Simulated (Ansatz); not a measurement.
Redistribution: SnH3(SH) + SnH(SH)3 → 2 SnH2(SH)2

Species: SnH3(SH), singlet; SnH(SH)3, singlet; SnH2(SH)2, singlet. The partners trade H for SH; both sit on Sn, so the bond types are kept.

Shapes, held fixed at every level: PBE0-D4/def2-TZVP. Flexible molecules stand in one conformer, not always the lowest. Programs: Ansatz 0.2.0. Electronic energies: no zero-point or thermal term.

```tsv
level	kind	ΔE (kJ/mol)	less CCSD(T)/def2-TZVPP
HF/def2-SVP	Hartree–Fock	+2.0	-1.2
HF/def2-TZVPP	Hartree–Fock	-1.2	-4.4
PBE-D4/def2-TZVPP	GGA	+3.9	+0.7
BHLYP-D4/def2-TZVPP	global hybrid	+3.6	+0.4
wB97X-V/def2-TZVPP	range-separated hybrid	+3.4	+0.2
CCSD/def2-SVP	coupled cluster or CI	+4.8	+1.6
CCSD/def2-TZVPP	coupled cluster or CI	+2.3	-0.9
CCSD(T)/def2-TZVPP	coupled cluster or CI	+3.2	0.0
```

The highest level, CCSD(T)/def2-TZVPP, gives ΔE = +3.2 kJ/mol; the levels span -1.2 to +4.8. That is about zero within the method's error. They disagree on the sign: 7 of 8 are positive. The column of differences is taken from that level and isn't an error. No measured value is set beside it here. For atoms past krypton def2 sets carry core potentials with scalar relativity. Outer-core shells of Sn are correlated in most correlated rows, in sets that cover them unevenly.
